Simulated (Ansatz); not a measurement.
`C=[N][AlH][CH2]C` → `C=[N][AlH2]` + ethylene  (β-hydride elimination)

Isolated molecules relaxed with PBE0-D4/def2-TZVP in Ansatz; ΔE leaves out vibrations. CCSD(T)/CBS adds triple-zeta CCSD(T) − MP2 to the extrapolated MP2 energy (def2 sets, frozen cores). This one scheme is used for every species. DFT in def2-TZVPP. B3LYP here is the variant with VWN-RPA as its local correlation; programs differ in this. HSE06 is defined as in plane-wave codes. Each species was taken in one conformer, which may not be the lowest.

```json
{"level": "PBE-D4", "ΔE (kJ/mol)": "141.2", "difference from CCSD(T)/CBS": "10.1"}
{"level": "revPBE-D4", "ΔE (kJ/mol)": "135.0", "difference from CCSD(T)/CBS": "3.9"}
{"level": "B97M-V", "ΔE (kJ/mol)": "126.0", "difference from CCSD(T)/CBS": "-5.1"}
{"level": "PBE0-D4", "ΔE (kJ/mol)": "149.7", "difference from CCSD(T)/CBS": "18.6"}
{"level": "B3LYP-D4", "ΔE (kJ/mol)": "125.3", "difference from CCSD(T)/CBS": "-5.8"}
{"level": "r2SCANh-D4", "ΔE (kJ/mol)": "144.7", "difference from CCSD(T)/CBS": "13.6"}
{"level": "r2SCAN0-D4", "ΔE (kJ/mol)": "148.8", "difference from CCSD(T)/CBS": "17.7"}
{"level": "HSE06-D4", "ΔE (kJ/mol)": "149.6", "difference from CCSD(T)/CBS": "18.5"}
{"level": "BHLYP-D4", "ΔE (kJ/mol)": "133.0", "difference from CCSD(T)/CBS": "1.9"}
{"level": "CAM-B3LYP-D4", "ΔE (kJ/mol)": "132.4", "difference from CCSD(T)/CBS": "1.3"}
{"level": "ωB97X-V", "ΔE (kJ/mol)": "141.0", "difference from CCSD(T)/CBS": "9.9"}
{"level": "ωB97M-V", "ΔE (kJ/mol)": "136.0", "difference from CCSD(T)/CBS": "4.9"}
{"level": "B2PLYP", "ΔE (kJ/mol)": "123.2", "difference from CCSD(T)/CBS": "-7.9"}
{"level": "PBE-QIDH", "ΔE (kJ/mol)": "150.0", "difference from CCSD(T)/CBS": "18.9"}
{"level": "PBE", "ΔE (kJ/mol)": "133.9", "difference from CCSD(T)/CBS": "2.8"}
{"level": "revPBE", "ΔE (kJ/mol)": "117.4", "difference from CCSD(T)/CBS": "-13.7"}
{"level": "BLYP", "ΔE (kJ/mol)": "100.3", "difference from CCSD(T)/CBS": "-30.8"}
{"level": "r2SCAN", "ΔE (kJ/mol)": "139.8", "difference from CCSD(T)/CBS": "8.7"}
{"level": "PBE0", "ΔE (kJ/mol)": "143.3", "difference from CCSD(T)/CBS": "12.2"}
{"level": "B3LYP", "ΔE (kJ/mol)": "113.9", "difference from CCSD(T)/CBS": "-17.2"}
{"level": "r2SCAN0", "ΔE (kJ/mol)": "146.3", "difference from CCSD(T)/CBS": "15.2"}
{"level": "HSE06", "ΔE (kJ/mol)": "143.5", "difference from CCSD(T)/CBS": "12.4"}
{"level": "BHLYP", "ΔE (kJ/mol)": "123.6", "difference from CCSD(T)/CBS": "-7.5"}
{"level": "CAM-B3LYP", "ΔE (kJ/mol)": "125.8", "difference from CCSD(T)/CBS": "-5.3"}
{"level": "LC-ωPBE", "ΔE (kJ/mol)": "150.4", "difference from CCSD(T)/CBS": "19.3"}
{"level": "RPA@PBE/def2-TZVPP", "ΔE (kJ/mol)": "120.7", "difference from CCSD(T)/CBS": "-10.4"}
{"level": "HF/def2-SVP", "ΔE (kJ/mol)": "110.8", "difference from CCSD(T)/CBS": "-20.3"}
{"level": "MP2/def2-SVP", "ΔE (kJ/mol)": "140.7", "difference from CCSD(T)/CBS": "9.6"}
{"level": "CCSD/def2-SVP", "ΔE (kJ/mol)": "127.4", "difference from CCSD(T)/CBS": "-3.7"}
{"level": "CCSD(T)/def2-SVP", "ΔE (kJ/mol)": "126.7", "difference from CCSD(T)/CBS": "-4.4"}
{"level": "HF/def2-TZVPP", "ΔE (kJ/mol)": "100.1", "difference from CCSD(T)/CBS": "-31.0"}
{"level": "MP2/def2-TZVPP", "ΔE (kJ/mol)": "140.8", "difference from CCSD(T)/CBS": "9.7"}
{"level": "SCS-MP2/def2-TZVPP", "ΔE (kJ/mol)": "127.7", "difference from CCSD(T)/CBS": "-3.4"}
{"level": "CCSD/def2-TZVPP", "ΔE (kJ/mol)": "127.6", "difference from CCSD(T)/CBS": "-3.5"}
{"level": "CCSD(T)/def2-TZVPP", "ΔE (kJ/mol)": "128.7", "difference from CCSD(T)/CBS": "-2.4"}
{"level": "MP2/def2-QZVPP", "ΔE (kJ/mol)": "142.0", "difference from CCSD(T)/CBS": "10.9"}
{"level": "SCS-MP2/def2-QZVPP", "ΔE (kJ/mol)": "128.9", "difference from CCSD(T)/CBS": "-2.2"}
{"level": "HF/CBS(def2)", "ΔE (kJ/mol)": "99.5", "difference from CCSD(T)/CBS": "-31.6"}
{"level": "MP2/CBS(def2)", "ΔE (kJ/mol)": "143.2", "difference from CCSD(T)/CBS": "12.1"}
{"level": "CCSD/CBS(def2)", "ΔE (kJ/mol)": "130.0", "difference from CCSD(T)/CBS": "-1.1"}
{"level": "CCSD(T)/CBS", "ΔE (kJ/mol)": "131.1", "difference from CCSD(T)/CBS": "0"}
```

Largest T1 diagnostic among the species: 0.015.

In def2-TZVPP, CCSD(T) changes the Hartree–Fock value by +28.7 kJ/mol (the triples alone add +1.1 kJ/mol) and MP2 by +40.7 kJ/mol. From BLYP to BHLYP (50 % exact exchange), in def2-TZVPP and without D4, ΔE moves by +23.3 kJ/mol.
